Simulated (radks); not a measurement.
The numbers below are computed, except where a source is named.
Effect of the nuclear size on the technetium ion Tc2+, [Kr] 4d5. Code: a radial shooting solver on a logarithmic mesh with Libxc functionals. Model: Dirac Kohn-Sham, relativistic LDA (MacDonald-Vosko exchange, VWN5 correlation), spin-unpolarised, spherical densities, finite nucleus; open shells fill j = l - 1/2 first; Fermi nuclear charge, rms radius 4.4112 fm. The rms radius is varied about that value; shifts are against it.

rms radius (fm)	total energy shift (eV)	density at nucleus (e/bohr^3)	1s1/2 shift (meV)	2s1/2 shift (meV)	4s1/2 shift (meV)	5s1/2 (empty) shift (meV)
3.6525	-0.524	1.012e+05	-220	-23.8	-0.748	-0.106
4.1112	-0.218	9.986e+04	-91.4	-9.89	-0.311	-0.044
4.4112	0	9.907e+04	0.000	0.000	0.000	0.000
4.7068	0.228	9.835e+04	95.7	10.3	0.325	0.046
4.8744	0.362	9.796e+04	152	16.5	0.518	0.074

Slopes of the eigenvalues against <r^2> in GHz/fm^2, as finite differences over the two radii next to the reference (eigenvalue slopes, not the field-shift constants of lines): 1s1/2 8610, 2s1/2 931, 4s1/2 29.3, 5s1/2 (empty) 4.16.
